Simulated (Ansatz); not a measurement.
C₂H₉AlSSi. Charge 0, multiplicity 1. The bonds changed during the relaxation, so this is another structure than the one it started from.

Cartesian coordinates in Å:
```
C 1.4144 0.6412 -1.4988
C 0.0105 0.2712 -1.0757
S -0.3878 1.0026 0.5531
Si -1.9878 -0.4519 1.2418
Al 0.2648 -0.8620 1.9799
H 1.6191 0.2368 -2.4932
H 2.1513 0.2293 -0.8069
H 1.5459 1.7242 -1.5385
H -0.1055 -0.8125 -1.0061
H -0.7392 0.6500 -1.7722
H -2.9687 0.4139 1.9536
H -2.6192 -0.8798 -0.0392
H 1.1574 -1.8111 1.0725
H 0.6448 -0.3518 3.4296
```

**Question.** Give the diagnostics of a CCSD(T)/def2-TZVPP run (frozen core, Ansatz 0.2.0). (An estimate is asked.)

**Answer.** The calculation gave: T1 = 0.0117, largest single amplitude 0.016, largest double 0.029, (T) share of the correlation energy 4.1 %, 9 CCSD cycles. The RHF solution is stable towards an unrestricted one. T1 lies under the customary mark of 0.02 for closed shells.
